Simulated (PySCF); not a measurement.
diboron dicarbonyl (C2B2O2), SMILES [O+]#C[B-]#[B-]C#[O+].

Coordinates come from a PBE0-D3(BJ)/def2-SVP optimisation.

These are B3LYP/def2-TZVP (PySCF) values and carry that method's errors.

The molecule is in vacuum.

Computed frontier levels, gap, dipole moment and polarisability:
| Property | Value |
|---|---|
| highest occupied level | -6.56 eV |
| lowest empty level | -3.77 eV |
| orbital gap | 2.79 eV |
| dipole moment | 0.000 e·Å |
| quadrupole, principal values (traceless, Buckingham form, about the centre of nuclear charge) | -1.35, 0.68, 0.68 D·Å |
| mean static polarisability | 79.5 bohr³ (11.78 Å³) |
| polarisability, principal values | 35.1, 35.1, 168.3 bohr³ |
